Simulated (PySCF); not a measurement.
This PySCF input asks for the NMR shieldings of SMILES C1CN(C(C)(C)C)N=C1, C7H14N2; the geometry comes from GFN2-xTB.

```python
import basis_set_exchange as bse
import numpy as np
from pyscf import gto, dft
from pyscf.prop import nmr

atoms = """
C    -0.999752    1.613640   -0.237991
C    -0.981289    0.108281    0.070684
C    -1.643336   -0.675203   -1.064529
C    -1.728303   -0.153544    1.380999
N     0.378792   -0.376067    0.246413
C     1.303601   -0.527891   -0.886593
C     2.687091   -0.453841   -0.224107
C     2.295062   -0.027350    1.170805
N     1.038426    0.019635    1.349829
H    -0.489254    2.155435    0.555092
H    -0.501144    1.825092   -1.181788
H    -2.023758    1.970874   -0.305041
H    -1.563035   -1.743765   -0.880478
H    -1.180628   -0.450972   -2.022487
H    -2.696074   -0.411491   -1.124191
H    -2.754372    0.195355    1.304461
H    -1.730717   -1.217306    1.602311
H    -1.233338    0.364413    2.196440
H     1.164191    0.276733   -1.618591
H     1.124016   -1.485369   -1.379715
H     3.186062   -1.425431   -0.204956
H     3.357765    0.262728   -0.700561
H     2.985241    0.183030    1.964071
"""
names = dict.fromkeys(["C", "N", "H"], "pcSseg-1")
basis = {el: gto.basis.parse(bse.get_basis(n, elements=[el], fmt="nwchem")) for el, n in names.items()}
mol = gto.M(atom=atoms, basis=basis, charge=0, verbose=0)
mf = dft.RKS(mol, xc="PBE0")
mf.grids.level = 2
mf.grids.alignment = dft.numint.BLKSIZE   # the property module wants whole blocks of grid points
mf.conv_tol = 1e-9
mf.kernel()

calc = nmr.RKS(mf)   # GIAO
C = mf.mo_coeff
Co = C[:, mf.mo_occ > 0]
resp = mf.gen_response(singlet=True, hermi=2)
def vind(x):   # induced exchange potential for any number of trial vectors
    d = np.einsum("pi,xij,qj->xpq", C, 2 * x.reshape(-1, C.shape[1], Co.shape[1]), Co, optimize=True)
    return np.einsum("xpq,pi,qj->xij", resp(d - d.transpose(0, 2, 1)), C, Co, optimize=True).ravel()
mo1, _ = nmr.rhf.solve_mo1(calc, with_cphf=vind)
sigma = calc.kernel(mo1)
for i, s in enumerate(sigma):   # ppm
    print("%2d %-2s %9.2f" % (i, mol.atom_pure_symbol(i), np.trace(s) / 3))
```

Task: Give the expected output.

Result: 
```
 0 C     165.15
 1 C     131.15
 2 C     156.31
 3 C     154.89
 4 N     101.46
 5 C     141.68
 6 C     150.20
 7 C      53.57
 8 N    -122.16
 9 H      30.72
10 H      30.52
11 H      31.04
12 H      30.44
13 H      30.57
14 H      30.62
15 H      30.92
16 H      30.52
17 H      29.16
18 H      28.52
19 H      28.20
20 H      28.84
21 H      28.88
22 H      25.56
```

These numbers come from an equivalent density-fitted implementation of the same equations, which agrees with the script to about 0.01 ppm for H and up to a few tenths of a ppm for heavy atoms, so last digits may differ.

Task: Turn these shieldings into chemical shifts. Shifts are taken against calculated references (same method and geometry level): TMS for $^{13}$C (σ = 186.93 ppm), $^{1}$H (σ = 31.72 ppm); $^{15}$N (σ = 267.73 ppm) against NH3.

Result: Averaging equivalent atoms: C 7: 133.4; C 1: 55.8; C 5: 45.2; C 6: 36.7; C 0/2/3: 28.1; N 8: 389.9; N 4: 166.3; H 22: 6.16; H 18/19: 3.35; H 20/21: 2.85; H 9/10/11/12/13/14/15/16/17: 1.22 ppm. Experimental scales use liquid or dissolved standards, which lie at an offset from isolated NH3 (liquid NH3: subtract about 20 ppm). Unscaled 15N shifts of sp2 nitrogen come out 20 to 40 ppm too high even then.

Size and cost of the density-fitted run: 223 basis functions, about 2.3 core-minutes.
